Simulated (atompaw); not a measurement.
**u(r) = r·R(r): atom against pseudo-atom (vanadium (V))**

Columns: radius, all-electron u(r) and pseudo u(r) of the 4s shell (level -4.94 eV) of vanadium in the configuration [Ne] 3s2 3p6 3d3 4s1.75 4p0.25; PBEsol, scalar-relativistic, PAW (atompaw) scheme, atompaw 4.2.0.5.

| r (bohr) | all-electron | pseudo |
| --- | --- | --- |
| 0.081 | -0.0137 | -0.0377 |
| 0.162 | 0.1386 | -0.0735 |
| 0.242 | 0.1497 | -0.1055 |
| 0.323 | 0.0650 | -0.1328 |
| 0.404 | -0.0490 | -0.1536 |
| 0.485 | -0.1510 | -0.1669 |
| 0.565 | -0.2223 | -0.1719 |
| 0.646 | -0.2604 | -0.1682 |
| 0.727 | -0.2668 | -0.1557 |
| 0.808 | -0.2475 | -0.1346 |
| 0.888 | -0.2094 | -0.1059 |
| 0.969 | -0.1576 | -0.0698 |
| 1.050 | -0.0975 | -0.0277 |
| 1.131 | -0.0331 | 0.0192 |
| 1.212 | 0.0326 | 0.0695 |
| 1.292 | 0.0965 | 0.1211 |
| 1.373 | 0.1588 | 0.1739 |
| 1.454 | 0.2175 | 0.2260 |
| 1.535 | 0.2720 | 0.2763 |
| 1.615 | 0.3214 | 0.3232 |
| 1.696 | 0.3667 | 0.3673 |
| 1.777 | 0.4073 | 0.4074 |
| 1.858 | 0.4433 | 0.4432 |
| 1.938 | 0.4745 | 0.4745 |
| 2.019 | 0.5020 | 0.5020 |
| 2.100 | 0.5255 | 0.5255 |

Question: How many radial nodes do the two functions have?

Answer: The all-electron 4s function has n − l − 1 = 3; the pseudo-wave has 1, since 1 lower shell of the same l stays in the valence.

Question: Is the pseudo-wave norm-conserving?

Answer: No, it belongs to a PAW set: the norm inside the radius is not constrained, and the difference is carried by the augmentation charge.
